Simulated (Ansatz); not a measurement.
Gas-phase electronic energies from Ansatz, PBE0-D4/def2-TZVP geometries. CBS: MP2 limit from def2 TZ/QZ plus the TZ coupled-cluster correction, frozen cores. This one scheme is used for every species, atoms too. DFT in def2-TZVPP. B3LYP here is the variant with VWN-RPA as its local correlation; programs differ in this. Open shells (•) are unrestricted, without spin–orbit coupling. Spin–orbit coupling would lower the free atoms: a little for C, O, Si. One conformer a species, not always the lowest.

Consider the atomization: `CO[Si](N)(O)O` → C• + 7 H• + N• + 3 O• + Si•.

| level | ΔE (kJ/mol) | difference from CCSD(T)/CBS |
| --- | --- | --- |
| B3LYP-D4 | 5153.5 | -35.1 |
| ωB97M-V | 5186.1 | -2.5 |
| r2SCAN | 5152.1 | -36.5 |
| B3LYP | 5110.1 | -78.5 |
| MP2/def2-TZVPP | 5145.0 | -43.6 |
| SCS-MP2/def2-TZVPP | 5115.7 | -72.9 |
| CCSD(T)/def2-TZVPP | 5025.7 | -162.9 |
| MP2/def2-QZVPP | 5243.1 | 54.5 |
| SCS-MP2/def2-QZVPP | 5225.4 | 36.8 |
| HF/CBS(def2) | 3643.8 | -1544.8 |
| CCSD(T)/CBS | 5188.6 | 0 |

Largest T1 diagnostic among the species: 0.012.

The D4 term adds +43.5 kJ/mol with B3LYP and +22.9 kJ/mol with PBE0; it sums over pairs of atoms, weighted by their polarisabilities, and B3LYP, whose exchange is more repulsive, gets the larger term. In def2-TZVPP, CCSD(T) changes the Hartree–Fock value by +1396.6 kJ/mol (the triples alone add +77.3 kJ/mol) and MP2 by +1516.0 kJ/mol; breaking electron pairs costs correlation energy, which Hartree–Fock lacks. From PBE to PBE0 (25 % exact exchange), in def2-TZVPP and without D4, ΔE moves by −112.7 kJ/mol: exact exchange takes away binding that semilocal exchange gives to molecules.

For atomizations the MP2-based limit and the directly extrapolated one differ by several kJ/mol either way, and by 10 to 25 for some Ge, Se and Sn compounds, so smaller differences from it don't rank the levels.
